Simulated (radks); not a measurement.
The numbers below are computed, except where a source is named.
Question: Spherical quantum dot in the effective-mass picture: electrons in a hard-walled sphere of radius 12.9, with a point charge +1 (a donor) at the centre, all in effective atomic units (hartree* = m*/eps^2 hartree, bohr* = eps/m* bohr), one dielectric constant everywhere. Level of theory: non-relativistic Kohn-Sham, PBEsol, spin-polarised, spherical densities (a radial shooting solver with Libxc functionals). Levels are named by radial order and angular momentum (1s, 1p, 1d, 2s, ...), and open shells are averaged over m. Results are scaled to m* = 0.205 and eps = 10.9, for which hartree* = 46.95 meV and bohr* = 2.814 nm. At N = 6 the configuration is 1s2 1p(up 3, down 0) 2s(up 1, down 0). Does electron 7 go into 1p down or 2s down or 1d up?

Answer: Into 1p down. The total energies of the other choices lie higher by 0.274 meV (1d up), 1.36 meV (2s down).
